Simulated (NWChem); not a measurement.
System: thionyl fluoride (SOF2); SMILES S(=O)(F)F

Here is an NWChem input.

```
start job
memory heap 200 mb stack 900 mb global 1100 mb
geometry units angstroms noautoz
  O      0.005986    -1.371071    -0.389891
  S      0.000753    -0.172811     0.403403
  F      1.165575     0.780066    -0.186427
  F     -1.172333     0.769866    -0.186440
end
basis spherical
  * library aug-cc-pvtz
end
dft
  xc b3lyp
  iterations 150
  semidirect filesize 400000000
  mulliken
end
task dft energy
```

Output (shortened):

```
             Northwest Computational Chemistry Package (NWChem) 7.3.0
             --------------------------------------------------------

 CS  symmetry detected

                             Geometry "geometry" -> ""
                             -------------------------

 Output coordinates in angstroms (scale by  1.889725989 to convert to a.u.)

  No.       Tag          Charge          X              Y              Z
 ---- ---------------- ---------- -------------- -------------- --------------
    1 O                    8.0000    -0.36352222    -1.38328485     0.00000000
    2 S                   16.0000     0.40715732    -0.17034511     0.00000000
    3 F                    9.0000    -0.20035219     0.76621114     1.16896513
    4 F                    9.0000    -0.20035219     0.76621114    -1.16896513

 Effective nuclear repulsion energy (a.u.)     190.8287780799

      Symmetry information
      --------------------

 Group name             Cs
 Group number              2
 Group order               2
 No. of unique centers     3

                                 NWChem DFT Module
                                 -----------------

 Summary of "ao basis" -> "ao basis" (spherical)
 ------------------------------------------------------------------------------
       Tag                 Description            Shells   Functions and Types
 ---------------- ------------------------------  ------  ---------------------
 O                        aug-cc-pvtz               14       46   5s4p3d2f
 S                        aug-cc-pvtz               16       50   6s5p3d2f
 F                        aug-cc-pvtz               14       46   5s4p3d2f

      Symmetry analysis of basis
      --------------------------

        a'        109
        a"         79

            General Information
            -------------------
          SCF calculation type: DFT
          Wavefunction type:  closed shell.
          No. of atoms     :     4
          No. of electrons :    42
           Alpha electrons :    21
            Beta electrons :    21
          Charge           :     0
          Spin multiplicity:     1
          Use of symmetry is: on ; symmetry adaption is: on
          Maximum number of iterations: 150
          AO basis - number of functions:   188
                     number of shells:    58
          Convergence on energy requested:  1.00D-06
          Convergence on density requested:  1.00D-05
          Convergence on gradient requested:  5.00D-04

              XC Information
              --------------
                         B3LYP Method XC Potential
                     Hartree-Fock (Exact) Exchange  0.200
                        Slater Exchange Functional  0.800 local
                    Becke 1988 Exchange Functional  0.720 non-local
              Lee-Yang-Parr Correlation Functional  0.810
                  VWN I RPA Correlation Functional  0.190 local

             Grid Information
             ----------------
          Grid used for XC integration:  medium
          Radial quadrature: Mura-Knowles
          Angular quadrature: Lebedev.
          Tag              B.-S. Rad. Rad. Pts. Rad. Cut. Ang. Pts.
          ---              ---------- --------- --------- ---------
          O                   0.60       49          10.0       434
          S                   1.00       88          10.0       590
          F                   0.50       49          10.0       434
          Grid pruning is: on
          Number of quadrature shells:   186
          Spatial weights used:  Erf1

      Superposition of Atomic Density Guess
      -------------------------------------

 Sum of atomic energies:        -671.09392807

      Non-variational initial energy
      ------------------------------

 Total energy =    -671.954738
 1-e energy   =   -1311.360253
 2-e energy   =     448.576737
 HOMO         =      -0.353846
 LUMO         =       0.006704

      Symmetry analysis of molecular orbitals - initial
      -------------------------------------------------

  Numbering of irreducible representations:

     1 a'          2 a"

  Orbital symmetries:

     1 a'          2 a'          3 a"          4 a'          5 a'
     6 a'          7 a"          8 a'          9 a'         10 a"
    11 a'         12 a'         13 a"         14 a'         15 a'
    16 a'         17 a"         18 a"         19 a'         20 a"
    21 a'         22 a"         23 a'         24 a'         25 a'
    26 a"         27 a'         28 a'         29 a'         30 a"
    31 a"

------------------------------------------------------------
EAF file 0: "./job.aoints.0" size=501743616 bytes
------------------------------------------------------------
               write      read    awrite     aread      wait
               -----      ----    ------     -----      ----
     calls:      957         0         0         0         0
   data(b): 5.02e+08  0.00e+00  0.00e+00  0.00e+00
   time(s): 0.00e+00  0.00e+00  0.00e+00  0.00e+00  0.00e+00
rate(mb/s): 0.00e+00  0.00e+00
------------------------------------------------------------

     ---------------------------------------------
      Total Density - Mulliken Population Analysis
     ---------------------------------------------

    Atom       Charge   Shell Charges
 -----------   ------   -------------------------------------------------------
    1 O    8     8.92   1.95  1.06  0.25  0.61  0.03  1.34  2.32  1.28  0.04  0.00  0.02  0.02  0.00  0.00
    2 S   16    14.03   2.00  1.89  1.06  0.18  0.58  0.04  5.80  1.38  0.58  0.20 -0.00  0.19  0.14 -0.03  0.07 -0.05
    3 F    9     9.53   1.95  1.08  0.27  0.63  0.03  1.59  2.54  1.39  0.04  0.00  0.01  0.01  0.00  0.00
    4 F    9     9.53   1.95  1.08  0.27  0.63  0.03  1.59  2.54  1.39  0.04  0.00  0.01  0.01  0.00  0.00

   convergence    iter        energy       DeltaE   RMS-Dens  Diis-err
 ---------------- ----- ----------------- --------- --------- ---------
 d= 0,ls=0.0,diis     1   -673.0485679015 -8.64D+02  6.56D-03  1.97D+00
 d= 0,ls=0.0,diis     2   -672.6615337320  3.87D-01  4.58D-03  6.33D+00
 d= 0,ls=0.0,diis     3   -673.2025951560 -5.41D-01  1.60D-03  3.08D-01
 d= 0,ls=0.0,diis     4   -673.2157359521 -1.31D-02  7.61D-04  1.73D-01
 d= 0,ls=0.0,diis     5   -673.2294445362 -1.37D-02  1.43D-04  6.02D-03
  Resetting Diis
 d= 0,ls=0.0,diis     6   -673.2298854121 -4.41D-04  1.66D-05  5.59D-05
 d= 0,ls=0.0,diis     7   -673.2298895573 -4.15D-06  2.11D-06  2.69D-07
 d= 0,ls=0.0,diis     8   -673.2298895660 -8.74D-09  1.13D-06  1.54D-07

         Total DFT energy =     -673.229889566016
      One electron energy =    -1310.060487419251
           Coulomb energy =      501.215220384900
    Exchange-Corr. energy =      -55.213400611601
 Nuclear repulsion energy =      190.828778079936

 Numeric. integr. density =       42.000000428320

                  Occupations of the irreducible representations
                  ----------------------------------------------

                     irrep           alpha         beta
                     --------     --------     --------
                     a'               14.0         14.0
                     a"                7.0          7.0

                       DFT Final Molecular Orbital Analysis
                       ------------------------------------

 Vector   19  Occ=2.000000D+00  E=-4.262591D-01  Symmetry=a'
              MO Center= -4.4D-02, -4.3D-01,  2.1D-14, r^2= 2.3D+00
   Bfn.  Coefficient  Atom+Function         Bfn.  Coefficient  Atom+Function
  ----- ------------  ---------------      ----- ------------  ---------------
    10      0.270017  1 O  py                56     -0.234742  2 S  px
     7      0.231720  1 O  py               105      0.188746  3 F  px
   151      0.188746  4 F  px                13      0.181645  1 O  py
   102      0.162993  3 F  px               148      0.162993  4 F  px
   108      0.153504  3 F  px               154      0.153504  4 F  px

 Vector   20  Occ=2.000000D+00  E=-3.989493D-01  Symmetry=a"
              MO Center= -2.4D-01, -7.9D-01, -2.3D-16, r^2= 1.8D+00
   Bfn.  Coefficient  Atom+Function         Bfn.  Coefficient  Atom+Function
  ----- ------------  ---------------      ----- ------------  ---------------
    11      0.367267  1 O  pz                 8      0.307181  1 O  pz
    14      0.291803  1 O  pz               106      0.172037  3 F  py
   152     -0.172037  4 F  py               103      0.147228  3 F  py
   149     -0.147228  4 F  py               109      0.132028  3 F  py
   155     -0.132028  4 F  py                58      0.104343  2 S  pz

 Vector   21  Occ=2.000000D+00  E=-3.549692D-01  Symmetry=a'
              MO Center=  5.9D-02, -5.2D-01,  3.7D-15, r^2= 2.1D+00
   Bfn.  Coefficient  Atom+Function         Bfn.  Coefficient  Atom+Function
  ----- ------------  ---------------      ----- ------------  ---------------
    51     -0.331285  2 S  s                  9      0.318627  1 O  px
     6      0.267088  1 O  px                12      0.253484  1 O  px
    49     -0.225372  2 S  s                 56     -0.211087  2 S  px
   105      0.111643  3 F  px               151      0.111643  4 F  px
    59     -0.104823  2 S  px                62     -0.105328  2 S  px

 Vector   22  Occ=0.000000D+00  E=-7.158954D-02  Symmetry=a"
              MO Center=  4.8D-01, -2.8D-01, -4.6D-14, r^2= 2.5D+00
   Bfn.  Coefficient  Atom+Function         Bfn.  Coefficient  Atom+Function
  ----- ------------  ---------------      ----- ------------  ---------------
    58      0.477133  2 S  pz                64      0.476844  2 S  pz
    67      0.268154  2 S  pz                14     -0.226808  1 O  pz
    61      0.223715  2 S  pz                11     -0.208592  1 O  pz
    17     -0.175853  1 O  pz                 8     -0.171841  1 O  pz
   100     -0.117257  3 F  s                146      0.117257  4 F  s

 Vector   23  Occ=0.000000D+00  E=-3.019209D-02  Symmetry=a'
              MO Center=  5.2D-01, -5.9D-02,  3.5D-14, r^2= 3.5D+00
   Bfn.  Coefficient  Atom+Function         Bfn.  Coefficient  Atom+Function
  ----- ------------  ---------------      ----- ------------  ---------------
    63      0.505465  2 S  py                66      0.474522  2 S  py
    57      0.388529  2 S  py                51      0.285583  2 S  s
    62     -0.204808  2 S  px                49      0.195334  2 S  s
    60      0.186376  2 S  py                56     -0.179495  2 S  px
    65     -0.171266  2 S  px               100     -0.169488  3 F  s

 Vector   24  Occ=0.000000D+00  E= 1.235386D-02  Symmetry=a'
              MO Center=  1.3D+00,  1.3D-01,  2.3D-13, r^2= 9.0D+00
   Bfn.  Coefficient  Atom+Function         Bfn.  Coefficient  Atom+Function
  ----- ------------  ---------------      ----- ------------  ---------------
    52      3.705774  2 S  s                  5     -1.525298  1 O  s
    51      1.177092  2 S  s                101     -1.132386  3 F  s
   147     -1.132386  4 F  s                 62     -0.801572  2 S  px
    16     -0.460755  1 O  py                15     -0.404768  1 O  px
     4     -0.391769  1 O  s                 65      0.351098  2 S  px

------------------------------------------------------------
EAF file 0: "./job.aoints.0" size=630718464 bytes
------------------------------------------------------------
               write      read    awrite     aread      wait
               -----      ----    ------     -----      ----
     calls:     1203         7         0      8414      8414
   data(b): 6.31e+08  3.67e+06  0.00e+00  4.41e+09
   time(s): 0.00e+00  0.00e+00  0.00e+00  0.00e+00  0.00e+00
rate(mb/s): 0.00e+00  0.00e+00
------------------------------------------------------------

     ---------------------------------------------
      Total Density - Mulliken Population Analysis
     ---------------------------------------------

    Atom       Charge   Shell Charges
 -----------   ------   -------------------------------------------------------
    1 O    8     8.61   1.94  1.02  0.26  0.66  0.08  1.28  2.05  1.20  0.06  0.00  0.03  0.03  0.00  0.00
    2 S   16    14.55   2.00  1.83  1.15  0.27  0.42  0.01  5.82  1.59  0.80  0.07 -0.01  0.32  0.24 -0.02  0.09 -0.05
    3 F    9     9.42   1.94  1.05  0.28  0.68  0.06  1.57  2.35  1.39  0.06  0.00  0.01  0.01  0.00  0.00
    4 F    9     9.42   1.94  1.05  0.28  0.68  0.06  1.57  2.35  1.39  0.06  0.00  0.01  0.01  0.00  0.00

     -------------------------------------------
      Total Density - Lowdin Population Analysis
     -------------------------------------------

    Atom       Charge   Shell Charges
 -----------   ------   -------------------------------------------------------
    1 O    8     8.14   1.59  0.81  0.50  0.40  0.13  1.23  1.91  1.04  0.18  0.00  0.05  0.22  0.00  0.08
    2 S   16    15.90   1.98  1.28  0.82  0.51  0.28  0.12  4.97  1.61  1.19  0.55  0.07  0.89  0.23  0.49  0.22  0.69
    3 F    9     8.98   1.60  0.90  0.55  0.45  0.12  1.54  2.26  1.16  0.20  0.00  0.01  0.15  0.00  0.02
    4 F    9     8.98   1.60  0.90  0.55  0.45  0.12  1.54  2.26  1.16  0.20  0.00  0.01  0.15  0.00  0.02

     Multipole analysis of the density
     ---------------------------------

     L   x y z        total         alpha         beta         nuclear
     -   - - -        -----         -----         ----         -------
     0   0 0 0     -0.000000    -21.000000    -21.000000     42.000000

     1   1 0 0      0.676155      0.338078      0.338078      0.000000
     1   0 1 0      0.157360      0.078680      0.078680      0.000000
     1   0 0 1      0.000000      0.000000      0.000000      0.000000

     2   2 0 0    -19.946892    -17.887208    -17.887208     15.827524
     2   1 1 0     -0.638351     -0.586835     -0.586835      0.535319
     2   1 0 1      0.000000      0.000000      0.000000      0.000000
     2   0 2 0    -22.554770    -58.307456    -58.307456     94.060142
     2   0 1 1     -0.000000     -0.000000     -0.000000      0.000000
     2   0 0 2    -21.021459    -54.428804    -54.428804     87.836149
```

Level: B3LYP/aug-cc-pVTZ. Geometry: optimised at PBE0/def2-SVP.
